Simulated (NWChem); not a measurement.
Two isomers of C3H7NSi, each optimised at B3LYP/6-31G* with NWChem. Flexible species stand in one conformer each, which need not be the lowest. Pople sets run with spherical d functions.

A: C#CC[SiH2]N
B: C[C@H]([SiH3])C#N

**Question.** Which is lower in energy, by how much, and how do their other properties compare?

**Answer.** B is lower by 19.1 kcal/mol in electronic energy; with zero-point energies, B − A = -19.2 kcal/mol.
|  | A | B |
|---|---|---|
| highest occupied level (eV) | -6.63 | -8.21 |
| orbital gap (eV) | 7.52 | 8.44 |
| dipole (D) | 0.90 | 3.87 |
| highest harmonic frequency (cm⁻¹) | 3645 | 3138 |
| zero-point energy (kcal/mol) | 56.3 | 56.3 |
